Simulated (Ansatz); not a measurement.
Isolated molecules relaxed with PBE0-D4/def2-TZVP in Ansatz; ΔE leaves out vibrations. CCSD(T)/CBS is the MP2 limit (def2-TZVPP, def2-QZVPP) plus CCSD(T) − MP2 in def2-TZVPP, frozen cores. Functionals use def2-TZVPP. B3LYP here is the variant with VWN-RPA as its local correlation; programs differ in this. Each species was taken in one conformer, which may not be the lowest.

Reaction (formal exchange of groups at the Al–N bond): `[NH2][AlH][BH]F` + `CC(O)=S` → `F[BH][AlH2]` + `NCC(O)=S`

```json
{"level": "PBE-D4", "ΔE (kJ/mol)": "174.4", "difference from CCSD(T)/CBS": "-9.4"}
{"level": "r2SCAN-D4", "ΔE (kJ/mol)": "183.9", "difference from CCSD(T)/CBS": "0.1"}
{"level": "PBE0-D4", "ΔE (kJ/mol)": "174.2", "difference from CCSD(T)/CBS": "-9.6"}
{"level": "B3LYP-D4", "ΔE (kJ/mol)": "180.4", "difference from CCSD(T)/CBS": "-3.4"}
{"level": "ωB97X-V", "ΔE (kJ/mol)": "175.0", "difference from CCSD(T)/CBS": "-8.8"}
{"level": "ωB97M-V", "ΔE (kJ/mol)": "179.9", "difference from CCSD(T)/CBS": "-3.9"}
{"level": "B2PLYP", "ΔE (kJ/mol)": "184.7", "difference from CCSD(T)/CBS": "0.9"}
{"level": "PBE", "ΔE (kJ/mol)": "175.8", "difference from CCSD(T)/CBS": "-8.0"}
{"level": "r2SCAN", "ΔE (kJ/mol)": "184.4", "difference from CCSD(T)/CBS": "0.6"}
{"level": "PBE0", "ΔE (kJ/mol)": "175.4", "difference from CCSD(T)/CBS": "-8.4"}
{"level": "B3LYP", "ΔE (kJ/mol)": "182.6", "difference from CCSD(T)/CBS": "-1.2"}
{"level": "HF/def2-TZVPP", "ΔE (kJ/mol)": "176.1", "difference from CCSD(T)/CBS": "-7.7"}
{"level": "MP2/def2-TZVPP", "ΔE (kJ/mol)": "187.0", "difference from CCSD(T)/CBS": "3.2"}
{"level": "SCS-MP2/def2-TZVPP", "ΔE (kJ/mol)": "183.3", "difference from CCSD(T)/CBS": "-0.5"}
{"level": "CCSD/def2-TZVPP", "ΔE (kJ/mol)": "180.4", "difference from CCSD(T)/CBS": "-3.4"}
{"level": "CCSD(T)/def2-TZVPP", "ΔE (kJ/mol)": "180.4", "difference from CCSD(T)/CBS": "-3.4"}
{"level": "HF/def2-QZVPP", "ΔE (kJ/mol)": "177.3", "difference from CCSD(T)/CBS": "-6.5"}
{"level": "MP2/def2-QZVPP", "ΔE (kJ/mol)": "189.3", "difference from CCSD(T)/CBS": "5.5"}
{"level": "SCS-MP2/def2-QZVPP", "ΔE (kJ/mol)": "185.8", "difference from CCSD(T)/CBS": "2.0"}
{"level": "HF/CBS(def2)", "ΔE (kJ/mol)": "177.4", "difference from CCSD(T)/CBS": "-6.4"}
{"level": "MP2/CBS(def2)", "ΔE (kJ/mol)": "190.3", "difference from CCSD(T)/CBS": "6.5"}
{"level": "CCSD/CBS(def2)", "ΔE (kJ/mol)": "183.8", "difference from CCSD(T)/CBS": "0.0"}
{"level": "CCSD(T)/CBS", "ΔE (kJ/mol)": "183.8", "difference from CCSD(T)/CBS": "0"}
```

Largest T1 diagnostic among the species: 0.017.

In def2-TZVPP, CCSD(T) changes the Hartree–Fock value by +4.3 kJ/mol (the triples alone add −0.0 kJ/mol) and MP2 by +10.9 kJ/mol.
